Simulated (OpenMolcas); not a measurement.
What dynamic correlation does to the levels of Mn

```
Program             : OpenMolcas 26.06
Basis               : ANO-L-VTZP [6s5p3d2f1g]
Scalar Hamiltonian  : non-relativistic, point nucleus
Active space        : 7 electrons in 6 orbitals (3d 4s)
State averaging     : 2S+1 = 6 even, 6 roots; 2S+1 = 4 even, 38 roots kept (CI in the orbitals of an earlier block); 2S+1 = 2 even, 11 roots kept (CI in the orbitals of an earlier block, 0 in the spin-orbit step)
Spin-orbit coupling : state interaction with AMFI integrals over the reference wave functions, term energies averaged over their components
```

Methods on the same reference wave functions:
A. CASSCF
B. SS-CASPT2, IPEA 0.25 Eh, imaginary shift 0.1 Eh (closed shells correlated: 3s 3p)
C. MS-CASPT2, IPEA 0.25 Eh, imaginary shift 0.1 Eh (closed shells correlated: 3s 3p)

Energies in cm⁻¹ above 3d⁵ 4s² ⁶S_5/2, the measured ground level; measured values from NIST Handbook of Basic Atomic Spectroscopic Data.

```json
{"Level": "3d⁵ 4s² ⁶S_5/2", "A": "0.0", "B": "0.0", "C": "0.0", "Measured": "0.0"}
{"Level": "3d⁶ 4s ⁶D_9/2", "A": "10127", "B": "26640", "C": "26650", "Measured": "17052"}
{"Level": "3d⁶ 4s ⁶D_7/2", "A": "10389", "B": "26900", "C": "26910", "Measured": "17282"}
{"Level": "3d⁶ 4s ⁶D_5/2", "A": "10586", "B": "27100", "C": "27110", "Measured": "17452"}
{"Level": "3d⁶ 4s ⁶D_3/2", "A": "10723", "B": "27230", "C": "27240", "Measured": "17568"}
{"Level": "3d⁶ 4s ⁶D_1/2", "A": "10804", "B": "27300", "C": "27320", "Measured": "17637"}
```

Deviations, from unrounded energies. A percentage is the sum of absolute deviations over the sum of measured energies, with the sign that they share, or ± where signs differ.

```
           Against measurement  Levels      A      B      C
mean absolute deviation (cm-1)       5   6900   9600   9600
      other configurations (%)       5  -39.5  +55.4  +55.4
```

A lies closest to measurement on these levels and C furthest from it. The largest miss of A in the table is 3d⁶ 4s ⁶D_9/2, by -6900 cm-1. The ranking rests on the paired levels alone, and a cruder setting can come out closer through cancelling errors.

Between B and C the level of the table that moves most is 3d⁶ 4s ⁶D_1/2, by 20 cm-1 (lowest in B, highest in C). Moves below CASPT2's spread within the term are not significant.

The mean deviations of B to C differ by less than CASPT2's widest spread within a term (61 cm-1), so their order carries little weight.

The lowest spin-free term lies below A's lowest term by 0.565 hartree in B, 0.565 hartree in C.

CASPT2 does not keep the components of a term degenerate, so their means are used; among the terms shown or strongly mixed into the levels shown the widest spread is 61 cm-1 (3d⁶ 4s ⁶D, C). Over all roots computed the reference weight is 0.82 to 0.90 in B, 0.82 to 0.90 in C; the roots of lowest weight are the least certain, and an intruder state may touch them. Some high roots are left out of the spin-orbit mixing, which shifts the levels that they would mix with. A single d shell beside an s shell can misplace configurations of different d count against each other. Without dynamic correlation excited terms often stand tens of per cent too high (terms of higher spin than the ground term too low), and those without a measured partner can miss by more than the paired ones (holds for A). Configurations are named by rounded mean occupations; where the s occupation lies near a half they are strongly mixed, a name can repeat and a true partner stay unpaired (holds for C). Measured partners are found by configuration, term and J. A level has none where our copy of the source lacks it or the pairing is in doubt (some pairs that miss far off the trend of their configuration count as doubtful), and it then counts in no deviation. Levels of configurations outside the active space are missing. The table leaves out levels that lie high or whose names do not pair safely across all columns.
